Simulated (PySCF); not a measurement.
C₃H₆BNO, SMILES CB(O)CC#N.

Geometry: ωB97X-D3(BJ)/def2-SVP. This is a generated structure with no PubChem entry under its InChIKey; it may be hypothetical. One conformer was computed; it need not be the lowest.

All values below come from PySCF with ωB97X-D3(BJ)/def2-SVP.

No scaling factor is applied to the harmonic values.

Computed normal modes with their intensities:
```json
[
 {"mode": "1", "ν (cm⁻¹)": "35", "IR (km/mol)": "1.2", "Raman (Å⁴/amu)": "0.2", "depolarisation": "0.75", "moving atoms (share of kinetic energy)": "H 79 %, C 14 %"},
 {"mode": "2", "ν (cm⁻¹)": "79", "IR (km/mol)": "7.7", "Raman (Å⁴/amu)": "0.2", "depolarisation": "0.74", "moving atoms (share of kinetic energy)": "H 43 %, C 26 %, N 16 %, O 14 %"},
 {"mode": "3", "ν (cm⁻¹)": "130", "IR (km/mol)": "9.1", "Raman (Å⁴/amu)": "1.2", "depolarisation": "0.74", "moving atoms (share of kinetic energy)": "N 49 %, O 26 %, C 15 %"},
 {"mode": "4", "ν (cm⁻¹)": "290", "IR (km/mol)": "0.1", "Raman (Å⁴/amu)": "0.7", "depolarisation": "0.53", "moving atoms (share of kinetic energy)": "C 35 %, H 29 %, O 16 %, B 10 %, N 10 %"},
 {"mode": "5", "ν (cm⁻¹)": "343", "IR (km/mol)": "0.0", "Raman (Å⁴/amu)": "1.3", "depolarisation": "0.75", "moving atoms (share of kinetic energy)": "H 52 %, C 19 %, B 17 %, N 10 %"},
 {"mode": "6", "ν (cm⁻¹)": "400", "IR (km/mol)": "0.3", "Raman (Å⁴/amu)": "1.6", "depolarisation": "0.75", "moving atoms (share of kinetic energy)": "C 35 %, B 26 %, H 25 %, N 10 %"},
 {"mode": "7", "ν (cm⁻¹)": "416", "IR (km/mol)": "4.1", "Raman (Å⁴/amu)": "2.3", "depolarisation": "0.74", "moving atoms (share of kinetic energy)": "C 44 %, O 31 %, H 14 %"},
 {"mode": "8", "ν (cm⁻¹)": "556", "IR (km/mol)": "4.6", "Raman (Å⁴/amu)": "2.8", "depolarisation": "0.10", "moving atoms (share of kinetic energy)": "C 68 %, H 11 %, B 9 %"},
 {"mode": "9", "ν (cm⁻¹)": "639", "IR (km/mol)": "49.7", "Raman (Å⁴/amu)": "1.9", "depolarisation": "0.75", "moving atoms (share of kinetic energy)": "H 81 %, C 15 %"},
 {"mode": "10", "ν (cm⁻¹)": "744", "IR (km/mol)": "0.1", "Raman (Å⁴/amu)": "5.4", "depolarisation": "0.09", "moving atoms (share of kinetic energy)": "C 53 %, H 31 %, O 13 %"},
 {"mode": "11", "ν (cm⁻¹)": "774", "IR (km/mol)": "52.4", "Raman (Å⁴/amu)": "0.5", "depolarisation": "0.69", "moving atoms (share of kinetic energy)": "H 77 %, C 17 %"},
 {"mode": "12", "ν (cm⁻¹)": "852", "IR (km/mol)": "3.1", "Raman (Å⁴/amu)": "1.8", "depolarisation": "0.31", "moving atoms (share of kinetic energy)": "H 54 %, C 27 %, O 13 %"},
 {"mode": "13", "ν (cm⁻¹)": "932", "IR (km/mol)": "30.3", "Raman (Å⁴/amu)": "0.3", "depolarisation": "0.74", "moving atoms (share of kinetic energy)": "H 38 %, B 34 %, C 26 %"},
 {"mode": "14", "ν (cm⁻¹)": "979", "IR (km/mol)": "1.4", "Raman (Å⁴/amu)": "2.6", "depolarisation": "0.16", "moving atoms (share of kinetic energy)": "C 52 %, H 26 %, N 21 %"},
 {"mode": "15", "ν (cm⁻¹)": "1010", "IR (km/mol)": "73.6", "Raman (Å⁴/amu)": "3.1", "depolarisation": "0.74", "moving atoms (share of kinetic energy)": "H 65 %, B 22 %, C 9 %"},
 {"mode": "16", "ν (cm⁻¹)": "1170", "IR (km/mol)": "53.2", "Raman (Å⁴/amu)": "7.1", "depolarisation": "0.59", "moving atoms (share of kinetic energy)": "H 68 %, C 16 %, B 10 %"},
 {"mode": "17", "ν (cm⁻¹)": "1175", "IR (km/mol)": "2.4", "Raman (Å⁴/amu)": "3.2", "depolarisation": "0.75", "moving atoms (share of kinetic energy)": "H 86 %, C 11 %"},
 {"mode": "18", "ν (cm⁻¹)": "1281", "IR (km/mol)": "107.9", "Raman (Å⁴/amu)": "1.5", "depolarisation": "0.64", "moving atoms (share of kinetic energy)": "H 59 %, C 25 %, B 14 %"},
 {"mode": "19", "ν (cm⁻¹)": "1347", "IR (km/mol)": "211.3", "Raman (Å⁴/amu)": "4.1", "depolarisation": "0.75", "moving atoms (share of kinetic energy)": "H 41 %, B 27 %, C 23 %, O 8 %"},
 {"mode": "20", "ν (cm⁻¹)": "1416", "IR (km/mol)": "5.7", "Raman (Å⁴/amu)": "5.8", "depolarisation": "0.61", "moving atoms (share of kinetic energy)": "H 88 %, C 11 %"},
 {"mode": "21", "ν (cm⁻¹)": "1418", "IR (km/mol)": "117.1", "Raman (Å⁴/amu)": "14.6", "depolarisation": "0.75", "moving atoms (share of kinetic energy)": "H 61 %, B 24 %, C 8 %"},
 {"mode": "22", "ν (cm⁻¹)": "1451", "IR (km/mol)": "8.1", "Raman (Å⁴/amu)": "13.8", "depolarisation": "0.75", "moving atoms (share of kinetic energy)": "H 94 %"},
 {"mode": "23", "ν (cm⁻¹)": "1475", "IR (km/mol)": "99.0", "Raman (Å⁴/amu)": "5.4", "depolarisation": "0.65", "moving atoms (share of kinetic energy)": "H 43 %, B 40 %, O 11 %"},
 {"mode": "24", "ν (cm⁻¹)": "2418", "IR (km/mol)": "28.3", "Raman (Å⁴/amu)": "63.0", "depolarisation": "0.25", "moving atoms (share of kinetic energy)": "C 61 %, N 38 %"},
 {"mode": "25", "ν (cm⁻¹)": "3061", "IR (km/mol)": "1.0", "Raman (Å⁴/amu)": "120.3", "depolarisation": "0.01", "moving atoms (share of kinetic energy)": "H 97 %"},
 {"mode": "26", "ν (cm⁻¹)": "3097", "IR (km/mol)": "3.6", "Raman (Å⁴/amu)": "110.5", "depolarisation": "0.06", "moving atoms (share of kinetic energy)": "H 94 %"},
 {"mode": "27", "ν (cm⁻¹)": "3142", "IR (km/mol)": "7.6", "Raman (Å⁴/amu)": "55.4", "depolarisation": "0.71", "moving atoms (share of kinetic energy)": "H 91 %, C 9 %"},
 {"mode": "28", "ν (cm⁻¹)": "3154", "IR (km/mol)": "0.0", "Raman (Å⁴/amu)": "75.9", "depolarisation": "0.75", "moving atoms (share of kinetic energy)": "H 91 %, C 9 %"},
 {"mode": "29", "ν (cm⁻¹)": "3182", "IR (km/mol)": "7.4", "Raman (Å⁴/amu)": "82.4", "depolarisation": "0.69", "moving atoms (share of kinetic energy)": "H 91 %, C 9 %"},
 {"mode": "30", "ν (cm⁻¹)": "3825", "IR (km/mol)": "102.7", "Raman (Å⁴/amu)": "62.1", "depolarisation": "0.18", "moving atoms (share of kinetic energy)": "H 94 %"}
]
```
